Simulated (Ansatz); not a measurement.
Input for Ansatz (an electronic-structure program): U-RI-MP2/def2-QZVPP on F (SMILES [F]). The basis file is the Basis Set Exchange's JSON of that set.

Ansatz 0.2 input:
```yaml
crystal:
  periodic: [false, false, false]
  atoms:
    - {symbol: F, position_ang: [0.00000000, 0.00000000, 0.00000000]}
basis:
  gaussian:
    orbitals: def2-QZVPP.json
    fitting: {mean_field: def2-universal-JKFIT, correlation: def2-QZVPP-RIFIT.json}
magnetization: {spin_polarized: true, initial_magnetization: 1}
correlation: {method: mp2, electrons: outside_noble_gas}
scf: {omitted_lower_state_checks: [cluster_reference]}
```

### Question
What total energy does the run end on?

### Answer
-99.6360 hartree.
